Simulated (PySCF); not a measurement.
## Vibration and rotation of BeGe

ROHF-CCSD(T) constants of BeGe, ³Σ⁻ (triplet), unpaired electrons π ↑↑ (Be 6-31G(d,p), Ge 6-31G(d,p); no relativity (PySCF 2.14); masses 9.0122 and 73.9212 u):

- ωe: 495.7 cm⁻¹
- ωexe: 5.48 cm⁻¹
- Be: 0.43574 cm⁻¹
- αe: 0.00532 cm⁻¹
- D (centrifugal): 1.35e-06 cm⁻¹
- De to Be + Ge: 1.02 eV

(1) Give the vibrational terms G(v) and spacings up to v = 6.

(2) How well does the Morse estimate ωe²/(4ωexe) reproduce De, and what is D0?

Correlated steps freeze 9 core orbitals. Correlated levels converge slowly with the basis: in double zeta they bind strong bonds too weakly, by up to about 1 eV, and carry superposition errors of some tenths. Spin–orbit coupling is left out. The state was picked by a PBE0 search and need not be the measured ground state.

## Answers

(1) G(v) = ωe(v+½) − ωexe(v+½)².

```tsv
v	G(v) (cm⁻¹)	G(v) − G(v−1)	Bv (cm⁻¹)
0	246.5		0.4331
1	731.2	484.7	0.4278
2	1205.0	473.8	0.4224
3	1667.8	462.8	0.4171
4	2119.7	451.9	0.4118
5	2560.6	440.9	0.4065
6	2990.5	429.9	0.4012
```

(2) It gives 1.39 eV, 136 % of the computed De. D0 = De − G(0) = 1.02 − 0.03 = 0.99 eV.
